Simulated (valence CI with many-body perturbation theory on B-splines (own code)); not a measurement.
**Valence orbitals of Lu XXI**

Method: valence CI with perturbative core correlation (CI+MBPT): five valence electrons over a frozen Dirac-Fock core [Kr] 4d10, radial functions for each j: 7 s, 7 p, 7 d, 7 f, 4 g, 2 h, with the one-electron correlation potential Σ1, the two-electron term Σ2, the three-electron term Σ3, Breit, model QED; selected CI, second order for the rest (own B-spline code, finite nucleus).

No measured levels were compared; by estimate terms of the open shell hold to a few per cent of their energy, and close levels can change places. Core correlation moves these levels by up to 2900 cm⁻¹, and in measured spectra 5 to 20 % of such shifts remained as error; rates that hang on mixing are uncertain with them. Among the levels kept, up to 900 cm⁻¹ of a level comes from second order outside the variational space, and about a tenth of that is noise between levels of different J, which matters for small intervals. Only levels of the ground parity were solved; by the run's estimate the other parity begins above the list, which can be wrong where configurations are misplaced.

These are the spectroscopic orbitals of the CI (the correlating ones are not listed), shaped by the core and the other valence electrons. h is the expectation value of the core's Dirac-Fock operator, without the valence repulsion; Σ1 is computed up to l = 3 at one energy for each symmetry, that of its lowest orbital but kept below the first core excitation, so for empty shells it is not the orbital's own correlation shift; Breit and QED include the response of the core.

```tsv
Orbital	h (hartree)	Σ1 (cm⁻¹)	Breit (cm⁻¹)	QED (cm⁻¹)	⟨r⟩ (bohr)
5s1/2	-22.344	-20111	2204	1870	0.9125
6s1/2	-13.673	-6051	988	834	1.508
7s1/2	-9.2864	-2894	549	469	2.231
5p1/2	-20.881	-18030	3324	12.6	0.9467
6p1/2	-12.945	-5837	1559	6.2	1.561
7p1/2	-8.8686	-2865	884	3.7	2.307
5p3/2	-20.099	-15575	1868	173	0.9871
6p3/2	-12.567	-5330	894	82.5	1.611
7p3/2	-8.6547	-2672	559	47.7	2.366
5d3/2	-17.708	-12199	1042	-104	1.062
6d3/2	-11.375	-4925	568	-55.1	1.716
7d3/2	-7.9583	-2587	337	-32.4	2.515
5d5/2	-17.549	-11688	598	-44.7	1.073
6d5/2	-11.295	-4763	326	-23.6	1.729
7d5/2	-7.912	-2511	198	-13.8	2.531
4f5/2	-25.979	-28501	-100	-359	0.5138
5f5/2	-14.771	-9679	90.5	-85.7	1.167
4f7/2	-25.877	-27915	-1064	-281	0.5174
5f7/2	-14.736	-9595	-163	-64.1	1.170
5g7/2	-12.586		-59.4	-11.7	1.232
5g9/2	-12.584		-101	-7.7	1.233
```

Among the shells of the start configuration 4f5, Σ1 is largest in size for 4f5/2, where it is 0.50 % of h.

Lowest root of each symmetry, sizes in configuration state functions:

| J | Parity | Roots | Reference | Variational | Second order | Change by selected CI (cm⁻¹) | Change by second order (cm⁻¹) |
| --- | --- | --- | --- | --- | --- | --- | --- |
| 1/2 | odd | 4 | 47 | 26602 | 599102 | -9895 | -14 |
| 3/2 | odd | 6 | 88 | 24348 | 654437 | -9955 | -100 |
| 5/2 | odd | 8 | 114 | 23852 | 131829 | -9559 | -160 |
| 7/2 | odd | 9 | 125 | 22803 | 533222 | -9240 | -277 |
| 9/2 | odd | 7 | 121 | 22875 | 521075 | -9128 | -291 |
| 11/2 | odd | 8 | 106 | 23039 | 83001 | -9099 | -311 |
| 13/2 | odd | 6 | 81 | 23565 | 429083 | -9220 | -264 |
| 15/2 | odd | 6 | 59 | 23988 | 457534 | -9426 | -212 |
| 17/2 | odd | 4 | 36 | 23358 | 317323 | -9488 | -127 |
| 19/2 | odd | 3 | 20 | 23847 | 220784 | -9471 | -45 |
| 21/2 | odd | 2 | 9 | 20771 | 113587 | -9497 | -9 |
